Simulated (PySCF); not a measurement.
Estimate the missing entries of this data sheet.

C₇H₉NO.
Cartesian coordinates in Å at the PBE0-D3(BJ)/def2-SVP level; atoms count from 1:
```
atom  x, y, z in Å
C1    -2.9646   -0.4698   -0.0057
C2    -1.6183    0.1833   -0.1917
O3    -0.6317   -0.7095    0.2781
C4     0.6587   -0.3348    0.2455
C5     1.6005   -1.2446    0.7410
C6     2.9412   -0.8928    0.7257
C7     3.3037    0.3575    0.2162
N8     2.4162    1.2230   -0.2549
C9     1.1269    0.8936   -0.2451
H10   -3.7640    0.1952   -0.3630
H11   -3.0185   -1.4137   -0.5673
H12   -3.1435   -0.6910    1.0565
H13   -1.4375    0.4184   -1.2572
H14   -1.5624    1.1352    0.3685
H15    1.2529   -2.2051    1.1273
H16    3.7020   -1.5782    1.1055
H17    4.3551    0.6644    0.1910
H18    0.4336    1.6394   -0.6456
```

```tsv
property	level	value
rotational constants A, B, C	PBE0-D3(BJ)/def2-SVP	4.993, 0.939, 0.798 GHz
dipole moment	PBE0/def2-SVPD	2.13 D
HOMO energy	PBE0/def2-SVPD	-6.79 eV
LUMO energy	PBE0/def2-SVPD	-0.78 eV
lowest singlet excitation	TDDFT PBE0/def2-SVPD	4.80 eV (258 nm, f = 0.003)
lowest triplet excitation (Tamm–Dancoff)	TDA PBE0/def2-SVPD	3.94 eV
static isotropic polarisability	PBE0/def2-SVPD	94.1 au
vertical ionisation energy	ΔSCF PBE0/def2-SVPD	?
electronic spatial extent ⟨r²⟩ about the centre of nuclear charge	PBE0/def2-SVPD	?
13C chemical shifts (computed TMS as zero) by class	GIAO CAM-B3LYP/pcSseg-1	163.7 (C4), 150.9 (C7), 139.1 (C9), 132.8 (C5), 132.6 (C6), 64.0 (C2), 17.0 (C1) ppm
1H chemical shifts (computed TMS as zero) by class	GIAO CAM-B3LYP/pcSseg-1	?
isotropic shieldings of nuclei other than C and H, by class	GIAO CAM-B3LYP/pcSseg-1	-111 (N8), 218 (O3) ppm
```

Electronic properties: PySCF, gas phase, density fitting. NMR classes are plain means over equivalent atoms (diastereotopic ones count apart unless rotation or inversion swaps them), as if these changed places fast; in this geometry the members of some classes differ.

Task: Give the vertical ionisation energy.

Result: 8.61 eV.

Task: The electronic spatial extent ⟨r²⟩ about the centre of nuclear charge?

Result: 1431 bohr².

Task: What are the 1H chemical shifts (computed TMS as zero) by class?

Result: 8.33 (H17), 8.14 (H18), 7.30 (H15), 7.14 (H16), 3.71 (H13/H14), 1.51 (H10/H11/H12) ppm.

With B = h/(8π²I), that is 505.379 GHz u Å² over I, the principal moments of inertia are 101.2, 538.4 and 633.2 u Å² (most abundant isotopes); the inertial defect Ic − Ia − Ib is -6.4 u Å² (zero for a rigid planar frame, negative otherwise). The largest Löwdin shares of the HOMO are 0.23 on O3, 0.17 on C7, 0.15 on C9 and 0.15 on C4. The largest Löwdin shares of the LUMO are 0.23 on C5, 0.22 on N8, 0.14 on C9 and 0.14 on C6. In atomic units the dipole is 0.84 e·bohr (1 au = 2.5417 D).

One conformer stands for the species.
